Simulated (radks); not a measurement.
The numbers below are computed, except where a source is named.
Problem. Ionisation of the manganese ion Mn+, [Ar] 3d5 4s1, to Mn2+, [Ar] 3d5, under several functionals. Scalar-relativistic Kohn-Sham, spin-unpolarised, spherical densities, point nucleus; a radial shooting solver on a logarithmic mesh with Libxc functionals. Known Delta-SCF values: PW91 15.641 eV; Wu-Cohen GGA 15.480 eV. What does LDA (Slater exchange, Perdew-Zunger correlation) give, and what is its highest occupied eigenvalue?

Solution. 15.877 eV by Delta-SCF; the 4s eigenvalue is -12.171 eV. NIST: 15.640 eV (measured).

Beside tabulated values, note that spin-unpolarised runs miss the spin-polarisation part of the exchange energy of open shells.
